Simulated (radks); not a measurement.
Results of a calculation; reference values are marked as such.
Ionisation of I+, [Kr] 4d10 5s2 5p4, to I2+, [Kr] 4d10 5s2 5p3, under several functionals. Dirac Kohn-Sham, spin-unpolarised, spherical densities, point nucleus; open shells fill j = l - 1/2 first; a radial shooting solver on a logarithmic mesh with Libxc functionals.

functional,E(I+) (hartree),Exc (hartree),IE (eV),-e(HOMO) (eV),<r> HOMO (bohr),IE error (eV)
"LDA (Slater exchange, VWN5 correlation)",-7112.86960,-175.46578,19.550,15.073,2.354,+0.418
exchange-only LDA,-7107.80170,-170.33467,18.265,13.825,2.379,-0.866
exchange-only PBE,-7115.84059,-178.46651,18.343,13.916,2.391,-0.788
exchange-only B88,-7116.65335,-179.29439,18.362,13.925,2.381,-0.769
"LDA (Slater exchange, Perdew-Zunger correlation)",-7112.84846,-175.44431,19.552,15.076,2.354,+0.421
RPBE,-7118.98855,-181.66116,19.297,14.854,2.361,+0.166
SOGGA,-7115.27570,-177.90253,19.287,14.833,2.354,+0.155
AM05,-7113.09557,-175.69789,19.338,14.878,2.352,+0.207

NIST Atomic Spectra Database: 19.131 eV (measured). Closest: SOGGA. The Delta-SCF values span 1.29 eV, the total energies 11.19 hartree. The highest occupied level is 5p3/2. Spin polarisation and multiplet splitting are left out, so open shells lie too high by an amount that depends on their filling.

Beside tabulated values, note that spin-unpolarised runs miss the spin-polarisation part of the exchange energy of open shells.
